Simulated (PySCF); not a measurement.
Delta-SCF ions had no search for a lower state. Excitations are Tamm–Dancoff values on a coarser integration grid. The basis has no diffuse functions, so Rydberg states are missing or too high.

# C₃H₇N, SMILES `CC(C)=N` (charge 0, multiplicity 1)

These are PBE0-D3(BJ)/def2-TZVP (PySCF) values and carry that method's errors.

The HOMO is -7.39 eV, the dipole moment is 2.45 D and the HOMO–LUMO gap is 7.64 eV. The LUMO comes out as 0.25 eV. The S1 excitation (TDA) is 5.67 eV. The S1 oscillator strength comes out as 0.003, the T1 excitation (TDA) is 4.74 eV and the S1–T1 gap (TDA) is 0.94 eV. The vertical ionisation energy (Delta-SCF) comes out as 9.65 eV. The total energy is -4711.18 eV and the cost comes out as about 2.2 core-minutes (a rough figure).

```xyz
11

C      1.3716     0.1514     0.1836
C     -0.1097     0.3688     0.2086
C     -0.9351    -0.6877    -0.4678
N     -0.5715     1.4010     0.7817
H      1.8808     0.9653     0.6959
H      1.6271    -0.7979     0.6645
H      1.7317     0.0886    -0.8478
H     -0.6494    -0.7785    -1.5201
H     -0.7540    -1.6643    -0.0089
H     -2.0014    -0.4650    -0.4111
H     -1.5901     1.4184     0.7215
```
